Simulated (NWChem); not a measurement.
System: arsenic trifluoride (AsF₃); SMILES F[As](F)F

Excerpt of the output:

```
             Northwest Computational Chemistry Package (NWChem) 7.3.0
             --------------------------------------------------------

 C3  symmetry detected

                             Geometry "geometry" -> ""
                             -------------------------

 Output coordinates in angstroms (scale by  1.889725989 to convert to a.u.)

  No.       Tag          Charge          X              Y              Z
 ---- ---------------- ---------- -------------- -------------- --------------
    1 F                    9.0000    -1.38914448    -0.37499189    -0.51839077
    2 As                  33.0000     0.00000000     0.00000000     0.42413790
    3 F                    9.0000     1.01932474    -1.01553846    -0.51839077
    4 F                    9.0000     0.36981974     1.39053035    -0.51839077

 Effective nuclear repulsion energy (a.u.)     325.7093139588

      Symmetry information
      --------------------

 Group name             C3
 Group number              5
 Group order               3
 No. of unique centers     2

                           NWChem Geometry Optimization
                           ----------------------------

 maximum gradient threshold         (gmax) =   0.000450
 rms gradient threshold             (grms) =   0.000300
 maximum cartesian step threshold   (xmax) =   0.001800
 rms cartesian step threshold       (xrms) =   0.001200
 fixed trust radius                (trust) =   0.300000
 source of zmatrix                         =

          -------------------
          Energy Minimization
          -------------------

 Using diagonal initial Hessian

          --------
          Step   0

                                 NWChem DFT Module
                                 -----------------

 Summary of "ao basis" -> "ao basis" (spherical)
 ------------------------------------------------------------------------------
       Tag                 Description            Shells   Functions and Types
 ---------------- ------------------------------  ------  ---------------------
 F                          def2-svp                 6       14   3s2p1d
 As                         def2-svp                12       32   5s4p3d

      Symmetry analysis of basis
      --------------------------

        a          26
        e+         24
        e-         24

  Rotation of axis

            General Information
            -------------------
          SCF calculation type: DFT
          Wavefunction type:  closed shell.
          No. of atoms     :     4
          No. of electrons :    60
           Alpha electrons :    30
            Beta electrons :    30
          Charge           :     0
          Spin multiplicity:     1
          Use of symmetry is: on ; symmetry adaption is: on
          Maximum number of iterations: 150
          AO basis - number of functions:    74
                     number of shells:    30
          Convergence on energy requested:  1.00D-06
          Convergence on density requested:  1.00D-05
          Convergence on gradient requested:  5.00D-04

              XC Information
              --------------
                         B3LYP Method XC Potential
                     Hartree-Fock (Exact) Exchange  0.200
                        Slater Exchange Functional  0.800 local
                    Becke 1988 Exchange Functional  0.720 non-local
              Lee-Yang-Parr Correlation Functional  0.810
                  VWN I RPA Correlation Functional  0.190 local

             Grid Information
             ----------------
          Grid used for XC integration:  medium
          Radial quadrature: Mura-Knowles
          Angular quadrature: Lebedev.
          Tag              B.-S. Rad. Rad. Pts. Rad. Cut. Ang. Pts.
          ---              ---------- --------- --------- ---------
          F                   0.50       49           7.0       434
          As                  1.15      112           6.0       590
          Grid pruning is: on
          Number of quadrature shells:   161
          Spatial weights used:  Erf1

      Superposition of Atomic Density Guess
      -------------------------------------

 Sum of atomic energies:       -2531.73716087

      Non-variational initial energy
      ------------------------------

 Total energy =   -2532.001743
 1-e energy   =   -4181.921965
 2-e energy   =    1324.210908
 HOMO         =      -0.367229
 LUMO         =       0.045681

      Symmetry analysis of molecular orbitals - initial
      -------------------------------------------------

  Numbering of irreducible representations:

     1 a           2 e+          3 e-

  Orbital symmetries:

     1 a           2 a           3 e+          4 e+          5 a
     6 a           7 e+          8 e+          9 a          10 e+
    11 e+         12 a          13 e+         14 e+         15 e+
    16 e+         17 a          18 a          19 e+         20 e+
    21 a          22 e+         23 e+         24 a          25 e+
    26 e+         27 e+         28 e+         29 a          30 a
    31 e+         32 e+         33 a          34 a          35 e+
    36 e+         37 a          38 e+         39 e+         40 a

   convergence    iter        energy       DeltaE   RMS-Dens  Diis-err
 ---------------- ----- ----------------- --------- --------- ---------
 d= 0,ls=0.0,diis     1  -2534.8574680990 -2.86D+03  2.56D-02  1.15D+00
 d= 0,ls=0.0,diis     2  -2534.6798647541  1.78D-01  1.30D-02  3.48D+00
 d= 0,ls=0.0,diis     3  -2534.9924207872 -3.13D-01  1.24D-03  2.65D-02
 d= 0,ls=0.0,diis     4  -2534.9940131548 -1.59D-03  1.23D-04  5.12D-04
 d= 0,ls=0.0,diis     5  -2534.9940429372 -2.98D-05  2.94D-05  1.10D-05
 d= 0,ls=0.0,diis     6  -2534.9940435104 -5.73D-07  4.30D-06  2.47D-07

         Total DFT energy =    -2534.994043510354
      One electron energy =    -4179.726913305132
           Coulomb energy =     1433.634587792847
    Exchange-Corr. energy =     -114.611031956911
 Nuclear repulsion energy =      325.709313958842

 Numeric. integr. density =       60.000010438307

                  Occupations of the irreducible representations
                  ----------------------------------------------

                     irrep           alpha         beta
                     --------     --------     --------
                     a                12.0         12.0
                     e+               18.0         18.0
                     e-                0.0          0.0

                       DFT Final Molecular Orbital Analysis
                       ------------------------------------

 Vector   28  Occ=2.000000D+00  E=-4.139926D-01  Symmetry=e+
              MO Center= -4.9D-01,  1.0D-01, -4.8D-01, r^2= 2.3D+00
   Bfn.  Coefficient  Atom+Function         Bfn.  Coefficient  Atom+Function
  ----- ------------  ---------------      ----- ------------  ---------------
     4      0.388708  1 F  px                 7     -0.276929  1 F  px
     6     -0.275140  1 F  pz                65      0.245503  4 F  py
    50      0.229173  3 F  px                64      0.224094  4 F  px
    66      0.195005  4 F  pz                 9      0.182142  1 F  pz
    68     -0.177045  4 F  py                 5      0.156328  1 F  py

 Vector   29  Occ=2.000000D+00  E=-4.063826D-01  Symmetry=a
              MO Center= -4.5D-14,  8.0D-14, -5.1D-01, r^2= 2.5D+00
   Bfn.  Coefficient  Atom+Function         Bfn.  Coefficient  Atom+Function
  ----- ------------  ---------------      ----- ------------  ---------------
     5      0.383539  1 F  py                64      0.383922  4 F  px
    50     -0.280388  3 F  px                51     -0.281433  3 F  py
     8     -0.267479  1 F  py                67     -0.267745  4 F  px
    53      0.195541  3 F  px                54      0.196269  3 F  py
     4     -0.103534  1 F  px                65     -0.102107  4 F  py

 Vector   30  Occ=2.000000D+00  E=-3.536700D-01  Symmetry=a
              MO Center= -2.4D-15,  8.1D-16,  2.8D-01, r^2= 2.5D+00
   Bfn.  Coefficient  Atom+Function         Bfn.  Coefficient  Atom+Function
  ----- ------------  ---------------      ----- ------------  ---------------
    18      0.439779  2 As s                 19      0.357055  2 As s
    28      0.308403  2 As pz                17     -0.290019  2 As s
     6      0.285264  1 F  pz                52      0.285264  3 F  pz
    66      0.285264  4 F  pz                 9     -0.212866  1 F  pz
    55     -0.212866  3 F  pz                69     -0.212866  4 F  pz

 Vector   31  Occ=0.000000D+00  E=-4.199629D-02  Symmetry=e+
              MO Center= -4.3D-02,  6.1D-02,  5.5D-01, r^2= 2.4D+00
   Bfn.  Coefficient  Atom+Function         Bfn.  Coefficient  Atom+Function
  ----- ------------  ---------------      ----- ------------  ---------------
    29      0.618487  2 As px                30     -0.516285  2 As py
    26      0.348403  2 As px                27     -0.290832  2 As py
    49     -0.288616  3 F  s                 52      0.208144  3 F  pz
    23     -0.199093  2 As px                55     -0.186741  3 F  pz
     3      0.166351  1 F  s                 24      0.166194  2 As py

 Vector   32  Occ=0.000000D+00  E=-4.199629D-02  Symmetry=e+
              MO Center=  4.3D-02, -6.1D-02,  5.5D-01, r^2= 2.4D+00
   Bfn.  Coefficient  Atom+Function         Bfn.  Coefficient  Atom+Function
  ----- ------------  ---------------      ----- ------------  ---------------
    30      0.618487  2 As py                29      0.516285  2 As px
    27      0.348403  2 As py                26      0.290832  2 As px
    63     -0.262675  4 F  s                  3      0.237222  1 F  s
    24     -0.199093  2 As py                66      0.189436  4 F  pz
     6     -0.171080  1 F  pz                69     -0.169957  4 F  pz

 Vector   33  Occ=0.000000D+00  E= 6.487396D-02  Symmetry=a
              MO Center= -1.5D-15, -4.5D-15,  2.2D-01, r^2= 2.6D+00
   Bfn.  Coefficient  Atom+Function         Bfn.  Coefficient  Atom+Function
  ----- ------------  ---------------      ----- ------------  ---------------
    18      0.956740  2 As s                 31     -0.855804  2 As pz
    17     -0.404700  2 As s                 28     -0.361205  2 As pz
     3     -0.287581  1 F  s                 49     -0.287581  3 F  s
    63     -0.287581  4 F  s                  7     -0.258269  1 F  px
    68      0.258527  4 F  py                 4      0.241047  1 F  px

     Multipole analysis of the density
     ---------------------------------

     L   x y z        total         alpha         beta         nuclear
     -   - - -        -----         -----         ----         -------
     0   0 0 0     -0.000000    -30.000000    -30.000000     60.000000

     1   1 0 0     -0.000000     -0.000000     -0.000000      0.000000
     1   0 1 0     -0.000000     -0.000000     -0.000000      0.000000
     1   0 0 1      1.121317      0.560658      0.560658     -0.000000

     2   2 0 0    -24.564732    -62.187289    -62.187289     99.809846
     2   1 1 0     -0.000000     -0.000000     -0.000000      0.000000
     2   1 0 1     -0.000000     -0.000000     -0.000000     -0.000000
     2   0 2 0    -24.564732    -62.187289    -62.187289     99.809846
     2   0 1 1      0.000000      0.000000      0.000000     -0.000000
     2   0 0 2    -22.916588    -35.013303    -35.013303     47.110018

            General Information
            -------------------
          SCF calculation type: DFT
          Wavefunction type:  closed shell.
          No. of atoms     :     4
          No. of electrons :    60
           Alpha electrons :    30
            Beta electrons :    30
          Charge           :     0
          Spin multiplicity:     1
          Use of symmetry is: on ; symmetry adaption is: on
          Maximum number of iterations: 150
          AO basis - number of functions:    74
                     number of shells:    30
          Convergence on energy requested:  1.00D-06
          Convergence on density requested:  1.00D-05
          Convergence on gradient requested:  5.00D-04

              XC Information
              --------------
                         B3LYP Method XC Potential
                     Hartree-Fock (Exact) Exchange  0.200
                        Slater Exchange Functional  0.800 local
                    Becke 1988 Exchange Functional  0.720 non-local
              Lee-Yang-Parr Correlation Functional  0.810
                  VWN I RPA Correlation Functional  0.190 local

             Grid Information
             ----------------
          Grid used for XC integration:  medium
          Radial quadrature: Mura-Knowles
          Angular quadrature: Lebedev.
          Tag              B.-S. Rad. Rad. Pts. Rad. Cut. Ang. Pts.
          ---              ---------- --------- --------- ---------
          F                   0.50       49           7.0       434
          As                  1.15      112           6.0       590
          Grid pruning is: on
          Number of quadrature shells:   161
          Spatial weights used:  Erf1

   convergence    iter        energy       DeltaE   RMS-Dens  Diis-err
 ---------------- ----- ----------------- --------- --------- ---------
 d= 0,ls=0.0,diis     1  -2534.9920337460 -2.86D+03  2.46D-03  3.56D-02
 d= 0,ls=0.0,diis     2  -2534.9956062629 -3.57D-03  3.46D-04  3.07D-04
 d= 0,ls=0.0,diis     3  -2534.9956272985 -2.10D-05  1.56D-04  5.01D-04
 d= 0,ls=0.0,diis     4  -2534.9956698591 -4.26D-05  2.88D-05  1.09D-05
 d= 0,ls=0.0,diis     5  -2534.9956707762 -9.17D-07  6.36D-06  3.16D-07

         Total DFT energy =    -2534.995670776153
      One electron energy =    -4174.364024552858
           Coulomb energy =     1430.881271227348
    Exchange-Corr. energy =     -114.601136857665
 Nuclear repulsion energy =      323.088219407022

 Numeric. integr. density =       60.000007012644

[...]

      ----------------------
      Optimization converged
      ----------------------

  Step       Energy      Delta E   Gmax     Grms     Xrms     Xmax
  ---- ---------------- -------- -------- -------- -------- --------
@    3   -2534.99616269 -6.2D-08  0.00001  0.00000  0.00014  0.00031
                                     ok       ok       ok       ok

                         Geometry "geometry" -> "geometry"
                         ---------------------------------

 Output coordinates in angstroms (scale by  1.889725989 to convert to a.u.)

  No.       Tag          Charge          X              Y              Z
 ---- ---------------- ---------- -------------- -------------- --------------
    1 F                    9.0000    -1.44017007    -0.38876597    -0.50456014
    2 As                  33.0000    -0.00000000    -0.00000000     0.38264602
    3 F                    9.0000     1.05676624    -1.05284088    -0.50456014
    4 F                    9.0000     0.38340383     1.44160685    -0.50456014

 Effective nuclear repulsion energy (a.u.)     321.4287374436

      Symmetry information
      --------------------

 Group name             C3
 Group number              5
 Group order               3
 No. of unique centers     2

 ==============================================================================
                                internuclear distances
 ------------------------------------------------------------------------------
       center one      |      center two      | atomic units |  angstroms
 ------------------------------------------------------------------------------
    2 As               |   1 F                |     3.27984  |     1.73562
    3 F                |   2 As               |     3.27984  |     1.73562
    4 F                |   2 As               |     3.27984  |     1.73562
 ------------------------------------------------------------------------------
                         number of included internuclear distances:          3
 ==============================================================================
```

Level: B3LYP/def2-SVP. 

Q: Reconstruct the input file.

A: One answer among several that fit: the input that was run:
```
start job
memory heap 200 mb stack 900 mb global 1100 mb
geometry units angstroms noautoz
  F     -0.820513    -1.185261    -0.528024
  As     0.003014     0.000422     0.407212
  F      1.430276    -0.115389    -0.545791
  F     -0.621655     1.298982    -0.532056
end
basis spherical
  * library def2-svp
end
dft
  xc b3lyp
  iterations 150
end
driver
  maxiter 150
end
task dft optimize
```
